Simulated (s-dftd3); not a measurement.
C3H11OSi, charge +1, singlet, geometry from GFN2-xTB; s-dftd3 with D3(zero) for blyp.

Here is a job for s-dftd3.
```
$ s-dftd3 mol.xyz --zero blyp --json dftd3.json --noedisp --grad

# file mol.xyz
16

C     -0.01865803     1.61044103    -1.10384659
Si     0.21052847    -0.04162594    -0.21302475
C     -0.56096068    -1.58591218    -0.97578354
C      1.66919300    -0.22646886     0.97035725
O     -1.23431534     0.18825717     1.28367608
H      0.67091116     1.68671800    -1.94083953
H      0.17835143     2.46341861    -0.45701539
H     -1.02081974     1.72804945    -1.51204642
H     -0.72974650    -2.36282821    -0.23278702
H      0.09569421    -2.00776543    -1.73284975
H     -1.51173285    -1.37920200    -1.46374506
H      1.49409246    -1.00509868     1.71010616
H      2.56988224    -0.50182001     0.42699171
H      1.89313498     0.69581211     1.50334623
H     -1.07915673     0.80072911     2.01205705
H     -2.17093207     0.17033314     1.05535701
```

The log (banner, timings and long lists left out):

```
-----------------------------------
 s i m p l e   D F T - D 3  v1.4.0
-----------------------------------

Zero (Chai-Head-Gordon) damping: blyp-D3(0)
--------------------
  s6         1.0000
  s8         1.6820
  s9         0.0000
 rs6         1.0940
 rs8         1.0000
 alp        14.0000
--------------------

Dispersion energy:      -9.5054956176042E-03 Eh

Gradient norm:           1.8620795490193E-03 Eh/a0
--------------------------------------------------
     #    Z           dE/dx      dE/dy      dE/dz
--------------------------------------------------
     1    6 C     1.090E-04  4.263E-04 -4.222E-04
     2   14 Si   -2.771E-04  8.449E-05  2.608E-04
     3    6 C    -7.685E-05 -3.928E-04 -2.571E-04
     4    6 C     4.265E-04 -8.270E-05  1.849E-04
     5    8 O    -5.763E-04  1.136E-04  5.819E-04
     6    1 H    -7.877E-05  1.893E-04 -4.353E-05
     7    1 H    -6.701E-06  2.467E-04 -3.878E-04
     8    1 H     1.765E-04  3.580E-04 -2.268E-04
     9    1 H    -4.891E-05 -3.112E-04 -3.688E-04
    10    1 H    -1.463E-04 -1.451E-04 -4.108E-05
    11    1 H     5.390E-05 -4.182E-04 -2.077E-04
    12    1 H     4.800E-04  6.529E-06  8.827E-05
    13    1 H     1.082E-04  9.913E-06  1.801E-04
    14    1 H     4.135E-04 -1.992E-04  1.040E-04
    15    1 H    -3.545E-04  1.306E-05  2.094E-04
    16    1 H    -2.023E-04  1.013E-04  3.458E-04
--------------------------------------------------

Virial:
--------------------------------------------------
      component           x          y          z
--------------------------------------------------
          x       7.014E-03  5.114E-05  6.139E-04
          y       5.114E-05  8.263E-03 -5.215E-04
          z       6.139E-04 -5.215E-04  7.226E-03
--------------------------------------------------

[Info] JSON dump of results written to 'dftd3.json'
```
